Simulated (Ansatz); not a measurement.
Species: SiNH2F, charge 0, singlet. SiNH2F (SMILES F[Si]N).
B3LYP-D3(BJ)/def2-TZVP minimum from Ansatz (a program for electronic structure):
```xyz
5

Si    -0.3617     0.1332     0.5061
F      0.8333     1.0556    -0.1092
N     -0.2750    -1.1668    -0.5989
H      0.3750    -1.2296    -1.3715
H     -0.8864    -1.9674    -0.5390
```

Total energies in cc-pV(T+d)Z, 18 correlated electrons, 7 frozen orbitals. Open shells are spin-unrestricted; no spin-orbit coupling. Correlated methods leave the cores frozen. No relativity.

```tsv
method	program	energy (Eh)	minus CCSDT(Q) (mEh)
HF	Ansatz	-444.13255	606.74
MP2	Ansatz	-444.70027	39.01
CCSD	Ansatz	-444.71701	22.27
CCSD(T)	Ansatz	-444.73777	1.52
CCSDT(Q)	Ansatz	-444.73929	0.00
```

Rough core times of Ansatz's runs on a shared machine: CCSD(T) under 20 s, CCSDT(Q) 70 min.
